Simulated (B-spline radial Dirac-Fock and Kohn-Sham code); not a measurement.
**Auger decay of the N3 hole in W⁶⁺**

System: tungsten as W⁶⁺ in the configuration 1s2 2s2 2p6 3s2 3p6 3d10 4s2 4p6 4d10 4f14 5s2 5p6.

Input file task.json (cfg lists n, l and occupation; rrms is the nuclear radius in fm):

```json
{"items": [{
  "Z": 74,
  "q": 6,
  "cfg": [[1, 0, 2], [2, 0, 2], [2, 1, 6], [3, 0, 2], [3, 1, 6], [3, 2, 10], [4, 0, 2], [4, 1, 6], [4, 2, 10], [4, 3, 14], [5, 0, 2], [5, 1, 6]],
  "A": 184,
  "rrms": 5.3658,
  "do": ["binding", "quiet", "decay"],
  "holes": ["K", "L1", "L2", "L3", "M1", "M2", "M3", "M4", "M5", "N1", "N2", "N3", "N4", "N5", "N6", "N7"]
}]}
```

Command: `python xray_run.py task.json out`

Method: one-electron (LDA, Dirac) transition rates at Dirac-Fock energies. Computed with a B-spline atomic structure program. Kinetic energies are configuration averages from the vacuum level; the two-hole energies are estimated from single-hole states.

```
transition  kinetic energy (eV)  width (meV)  share (%)
   N3-N4O2                17.28          115        1.4
   N3-N4N7                20.92          380        4.5
   N3-N4N6                21.17          141        1.7
   N3-N4O3                28.96          401        4.8
   N3-N5O2                29.56          772        9.2
   N3-N5N6                31.42         1890       22.4
   N3-N5N7                35.29         2110       25.1
   N3-N5O3                41.53         1070       12.7
   N3-N6O1                208.3         53.6        0.6
   N3-N7O1                210.4          115        1.4
   N3-O1O3                214.1         30.4        0.4
   N3-N6O2                244.7         26.6        0.3
   N3-N7O2                246.7         98.7        1.2
   N3-O2O3                248.6         31.4        0.4
   N3-N6N7                249.1          221        2.6
   N3-N7N7                251.8         92.2        1.1
   N3-N6O3                256.4          370        4.4
   N3-N7O3                258.6          450        5.3
   N3-O3O3                259.6         42.9        0.5
```

Coster-Kronig rates are the weakest part of this model and often come out 1.5 to 2.5 times too large. Super-Coster-Kronig decay this fast strains the one-particle picture, and such widths tend to come out too large. The listed channels hold 100 % of the non-radiative rate. Summed by principal shells, of 8.42 eV in all: NNN 57.5 %, NNO 41.3 %, NOO 1.3 %.
